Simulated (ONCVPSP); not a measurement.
**An all-electron radial function and its pseudo partner (carbon (C))**

Columns: radius, all-electron u(r) and pseudo u(r) of the 2s shell (level -55.84 eV) of carbon in the configuration [He] 2s1; LDA (Perdew-Wang 92), non-relativistic, ONCV scheme, ONCVPSP 4.0.1.

| r (bohr) | all-electron | pseudo |
| --- | --- | --- |
| 0.060 | -0.3217 | 0.0407 |
| 0.120 | -0.4305 | 0.0835 |
| 0.180 | -0.4110 | 0.1301 |
| 0.240 | -0.3169 | 0.1815 |
| 0.300 | -0.1827 | 0.2382 |
| 0.360 | -0.0313 | 0.3002 |
| 0.420 | 0.1228 | 0.3673 |
| 0.480 | 0.2702 | 0.4386 |
| 0.540 | 0.4055 | 0.5121 |
| 0.600 | 0.5258 | 0.5855 |
| 0.660 | 0.6293 | 0.6561 |
| 0.720 | 0.7161 | 0.7217 |
| 0.780 | 0.7864 | 0.7806 |
| 0.840 | 0.8412 | 0.8315 |
| 0.900 | 0.8816 | 0.8729 |
| 0.960 | 0.9089 | 0.9035 |
| 1.020 | 0.9246 | 0.9221 |
| 1.080 | 0.9299 | 0.9292 |
| 1.140 | 0.9263 | 0.9263 |
| 1.200 | 0.9151 | 0.9151 |
| 1.260 | 0.8976 | 0.8976 |
| 1.320 | 0.8749 | 0.8749 |
| 1.380 | 0.8479 | 0.8479 |
| 1.440 | 0.8177 | 0.8177 |
| 1.500 | 0.7849 | 0.7849 |
| 1.560 | 0.7504 | 0.7504 |

How many radial nodes do the two functions have?

The all-electron 2s function has n − l − 1 = 1; the pseudo-wave has 0, since the states of the same l below it are removed with the core.

At about which radius was the pseudo-wave matched?

1.20 bohr, where the columns begin to agree (steps of 0.06 bohr).

Where does each function peak?

Outermost all-electron maximum near 1.08 bohr, pseudo maximum near 1.08 bohr (to the table’s step).

Is the pseudo-wave norm-conserving?

Yes: the ONCV scheme keeps the norm inside the radius equal to the all-electron one, which fixes the energy derivative of the logarithmic derivative at the level.
